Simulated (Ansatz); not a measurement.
Cost and result for the atomization energy of `C=C[Si](F)F` radical (8 atoms, 7 bonds).

Total charge 0; spin multiplicity 2. Geometry: relaxed with PBE0-D4/def2-TZVP. It is one conformer, not always the lowest. Program: Ansatz. All runs use 4 threads of an Intel Xeon Platinum 8259CL on a shared host. Times are those of one run each, without the atoms' runs, and a repeat can differ threefold. Electronic energies, without spin–orbit coupling; frozen cores. CCSD(T)/CBS adds CCSD(T) − MP2 in def2-TZVPP to the MP2 limit, and its time is that of the two runs behind it. T1 = 0.021; ⟨S²⟩ of the reference is 0.81. B3LYP takes the VWN-RPA correlation (the form of Gaussian; ORCA's B3LYP/G).

CCSD(T)/CBS is a level of theory with its own doubt, some kJ/mol a heavy atom from the limit and from the frozen cores, so smaller differences don't rank the functionals.

```json
{"level": "revPBE-D4/def2-TZVPP", "functions": "208", "wall time": "2.7 s"}
{"level": "PBE-D4/def2-TZVPP (with forces)", "functions": "208", "wall time": "2.7 s"}
{"level": "BLYP-D4/def2-TZVPP", "functions": "208", "wall time": "2.9 s"}
{"level": "CAM-B3LYP-D4/def2-TZVPP", "functions": "208", "wall time": "4.8 s"}
{"level": "BHLYP-D4/def2-TZVPP", "functions": "208", "wall time": "5 s"}
{"level": "B3LYP-D4/def2-TZVPP (with forces)", "functions": "208", "wall time": "6.5 s"}
{"level": "B2PLYP/def2-TZVPP", "functions": "208", "wall time": "6.5 s"}
{"level": "r2SCANh-D4/def2-TZVPP", "functions": "208", "wall time": "8.5 s"}
{"level": "CCSD(T)/def2-SVP", "functions": "89", "wall time": "11 s"}
{"level": "ωB97M-V/def2-TZVPP (with forces)", "functions": "208", "wall time": "11 s"}
{"level": "MP2/def2-QZVPP", "functions": "388", "wall time": "31 s"}
{"level": "CCSD(T)/def2-TZVPP", "functions": "208", "wall time": "3.4 min"}
{"level": "CCSD(T)/CBS(def2)", "functions": "–", "wall time": "3.9 min"}
```

**Question.** What atomization energy does each give, and how far from CCSD(T)/CBS? (An estimate is asked.)

**Answer.** Ansatz gave: 
| level | atomization (kJ/mol) | difference from CCSD(T)/CBS | per bond |
| --- | --- | --- | --- |
| revPBE-D4/def2-TZVPP | 3315.3 | -13.0 | -1.9 |
| PBE-D4/def2-TZVPP (with forces) | 3407.9 | 79.6 | 11.4 |
| BLYP-D4/def2-TZVPP | 3333.2 | 4.9 | 0.7 |
| CAM-B3LYP-D4/def2-TZVPP | 3341.9 | 13.6 | 1.9 |
| BHLYP-D4/def2-TZVPP | 3208.4 | -119.9 | -17.1 |
| B3LYP-D4/def2-TZVPP (with forces) | 3319.7 | -8.6 | -1.2 |
| B2PLYP/def2-TZVPP | 3298.1 | -30.2 | -4.3 |
| r2SCANh-D4/def2-TZVPP | 3321.3 | -7.0 | -1.0 |
| CCSD(T)/def2-SVP | 3106.0 | -222.3 | -31.8 |
| ωB97M-V/def2-TZVPP (with forces) | 3324.6 | -3.7 | -0.5 |
| MP2/def2-QZVPP | 3387.8 | 59.5 | 8.5 |
| CCSD(T)/def2-TZVPP | 3235.5 | -92.8 | -13.3 |
| CCSD(T)/CBS(def2) | 3328.3 | 0.0 | 0.0 |

From r2SCAN to r2SCAN0 (25 % exact exchange), in def2-TZVPP and without D4, the atomization energy moves by −70.4 kJ/mol: exact exchange takes away binding that semilocal exchange gives to molecules. In def2-TZVPP, CCSD(T) changes the Hartree–Fock value by +747.9 kJ/mol (the triples alone add +53.2 kJ/mol) and MP2 by +843.3 kJ/mol; breaking electron pairs costs correlation energy, which Hartree–Fock lacks. The D4 term adds +25.5 kJ/mol with B3LYP and +13.1 kJ/mol with PBE0; it sums over pairs of atoms, weighted by their polarisabilities, and B3LYP, whose exchange is more repulsive, gets the larger term.
